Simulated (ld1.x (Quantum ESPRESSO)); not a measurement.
## Varying the TM potential for Cd (Z = 48)

Base potential:

| Property | Result |
| --- | --- |
| Element | Cd (Z = 48) |
| Generator | ld1.x (Quantum ESPRESSO) 7.5 |
| Type | norm-conserving Troullier–Martins (Kleinman–Bylander form) |
| Functional | Wu–Cohen |
| Relativity | scalar-relativistic |
| Frozen core | [Ar] 3d10 4s2 |
| Valence charge | 18 |
| Reference configuration | 4p6 4d10 5s2 5p0 |
| Partial waves | 5s (bound): rc 2.55 bohr; 4p (bound): rc 1.35 bohr; 4d (bound): rc 1.25 bohr |
| Local potential | the d channel |
| Core correction | a·sin(br)/r model core inside 1.20 bohr |

Cutoffs, loose and tight: the cutoffs (Ry, on a coarse ladder) from which the occupation-weighted sum of valence levels, in a spherical-Bessel basis at the reference potential, stays within 10 and 1 mRy of its value at 400 Ry. They do not see the model core or the augmentation charge, which bear on the density cutoff. Test errors are all-electron minus pseudo excitation energies from the reference, over the configurations 4p6 4d10 5s1 5p0; 4p6 4d10 5s0 5p0; 4p6 4d9 5s0 5p0; 4p6 4d9 5s2 5p0; 4p6 4d10 5s0 5p1; 4p6 4d9 5s2 5p1; 4p6 4d10 5s0 5p2. A dash means not determined; rows that change the core or the reference have their own tests. The largest error is taken over the tests solved by every variant that gives reliable tests at all: 4p6 4d10 5s0 5p0; 4p6 4d10 5s0 5p1; 4p6 4d10 5s0 5p2; 4p6 4d10 5s1 5p0; 4p6 4d9 5s0 5p0; 4p6 4d9 5s2 5p1.

A true bound ghost makes a file unfit for plane-wave use even where its test errors are small: the radial tests pick states by their node count and pass the ghost by. Where a test does run into it, the solver fails or the error is huge.

| change | outcome | cutoff, loose | cutoff, tight | bound ghosts | largest test error (meV) |
| --- | --- | --- | --- | --- | --- |
| base | generated | 90 Ry | 140 Ry | s | +51 |
| wave 4d (bound): rc 1.25 bohr becomes 4d (bound): rc 0.86 bohr | generated | 230 Ry | over 300 Ry | s | +104 |
| wave 4d (bound): rc 1.25 bohr becomes 4d (bound): rc 0.98 bohr | generated | 120 Ry | 180 Ry | s | +66 |
| wave 4d (bound): rc 1.25 bohr becomes 4d (bound): rc 1.18 bohr | generated | 90 Ry | 140 Ry | s | +54 |
| wave 4d (bound): rc 1.25 bohr becomes 4d (bound): rc 1.32 bohr | generated | 90 Ry | 140 Ry | s | +49 |
| wave 4d (bound): rc 1.25 bohr becomes 4d (bound): rc 1.54 bohr | generated | 80 Ry | 140 Ry | s | -37 |
| wave 4d (bound): rc 1.25 bohr becomes 4d (bound): rc 1.72 bohr | generated | 80 Ry | 120 Ry | s | -35 |
| wave 4d (bound): rc 1.25 bohr becomes 4d (bound): rc 1.88 bohr | generated | 70 Ry | 120 Ry | s | -103 |

Reading the sweep of the d radius (base included, trends over the rows without a ghost): Bound ghosts are found at 0.86, 0.98, 1.18, 1.25, 1.32, 1.54, 1.72, 1.88 bohr. Every judged row has one, so this setting neither creates nor removes them.
